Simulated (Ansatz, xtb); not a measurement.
**C2H6B2O: which of two isomers lies lower**

Structure I is `BC1(B)CO1`, a singlet and structure II is `B[C@@H]1O[C@H]1B`, a singlet. Both are isolated molecules in the gas phase, relaxed with r2SCAN-D4/def2-SVP; the shapes shown needn't be the lowest conformers.

I (Å):

```xyz
11

C    -1.7516   -0.0549    1.1263
C    -2.5313   -0.5321    2.3532
B    -0.5159    0.7593    1.5686
B    -1.8277   -1.1156    0.0062
O    -3.0566    0.4733    1.5878
H    -0.6633    1.7492    2.2434
H     0.5895    0.3718    1.2768
H    -2.9035   -1.4526   -0.4249
H    -0.8137   -1.6340   -0.3944
H    -3.0198   -1.5193    2.3008
H    -2.1404   -0.2625    3.3484
```

II (Å):

```yaml
atoms:
  - { symbol: C, position_ang: [-1.4879, 0.0111, 2.1370] }
  - { symbol: C, position_ang: [-1.7620, -1.1175, 1.1202] }
  - { symbol: B, position_ang: [-0.2590, 0.7564, 1.5930] }
  - { symbol: B, position_ang: [-3.2456, -0.9737, 0.7460] }
  - { symbol: O, position_ang: [-1.3937, -1.3606, 2.4624] }
  - { symbol: H, position_ang: [-0.3788, 1.8935, 1.2063] }
  - { symbol: H, position_ang: [0.7881, 0.1666, 1.5012] }
  - { symbol: H, position_ang: [-2.3786, 0.5103, 2.5546] }
  - { symbol: H, position_ang: [-0.9575, -1.3160, 0.3921] }
  - { symbol: H, position_ang: [-4.0807, -1.1237, 1.6019] }
  - { symbol: H, position_ang: [-3.5445, -0.6488, -0.3774] }
```

Quicker runs give these differences E(II) − E(I): GFN2-xTB −2.99 kcal/mol; HF/STO-3G −1.54 kcal/mol (at GFN2-xTB geometries); r2SCAN-D4/def2-SVP//GFN2-xTB −1.03 kcal/mol.

Task: Estimate E(II) − E(I) at the level CCSD(T)/def2-SVP + ΔMP2/def2-TZVPP.

Result: Too close to call at this level: CCSD(T)/def2-SVP + ΔMP2/def2-TZVPP gives E(II) − E(I) = −0.78 kcal/mol.

How the difference moves with the method:

| level | geometry | E(II) − E(I) (kcal/mol) | departure from the last row (kcal/mol) | job, with rough time for the two |
| --- | --- | --- | --- | --- |
| GFN2-xTB | GFN2-xTB | −2.99 | −2.21 | optimisation, 0.14 s |
| HF/STO-3G | GFN2-xTB | −1.54 | −0.77 | single point, 0.2 s |
| r2SCAN-D4/def2-SVP//GFN2-xTB | GFN2-xTB | −1.03 | −0.25 | single point, 2.7 s |
| r2SCAN-D4/def2-SVP | r2SCAN-D4/def2-SVP | −1.67 | −0.90 | optimisation, 29 s |
| HF/def2-SVP | r2SCAN-D4/def2-SVP | +0.81 | +1.58 | part of the CCSD(T) run |
| MP2/def2-SVP | r2SCAN-D4/def2-SVP | −0.73 | +0.05 | part of the CCSD(T) run |
| CCSD(T)/def2-SVP | r2SCAN-D4/def2-SVP | −0.56 | +0.21 | single point |
| CCSD(T)/def2-SVP + ΔMP2/def2-TZVPP | r2SCAN-D4/def2-SVP | −0.78 |  | single point, 18 s |

As drawn, both hold the same kinds of bond in the same numbers.

The largest departure from CCSD(T)/def2-SVP + ΔMP2/def2-TZVPP is that of GFN2-xTB, 2.21 kcal/mol. The last row adds to CCSD(T) the change of the MP2 difference between the two basis sets, here −0.21 kcal/mol.

With harmonic frequencies from r2SCAN-D4/def2-SVP (ideal gas, rigid rotor, one conformer each, 298.15 K, 1 atm): the zero-point term adds +0.27 kcal/mol; ΔH is −0.63 and ΔG −0.10 kcal/mol.

The correlated steps freeze 5 core orbitals. Mirror images aren't counted in ΔG. Programs: Ansatz 0.2.0, xtb 6.7.1; the last row on 2 threads of Arm Neoverse V2 on a shared host.
